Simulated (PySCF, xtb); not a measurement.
BH2O3, SMILES [O]B(O)O (connectivity only; charge and spin as stated), charge -1, multiplicity 1. Other conformers were not sampled.

Harmonic wavenumbers (cm⁻¹) from GFN2-xTB (xtb 6.7.1) at its own minimum, in rising order: 94, 296, 417, 443, 584, 671, 736, 939, 1019, 1624, 3607, 3610.

**Question.** What does PBE-D3(BJ)/def2-SVPD (PySCF) give at its own minimum? (The exact figures need the calculation; the answer reports its results.)

**Answer.** 95, 413, 449, 454, 654, 746, 805, 1028, 1041, 1570, 3714, 3740. Paired by order, the mean absolute difference is 65 cm⁻¹ and the zero-point energies are 20.1 and 21.0 kcal/mol.
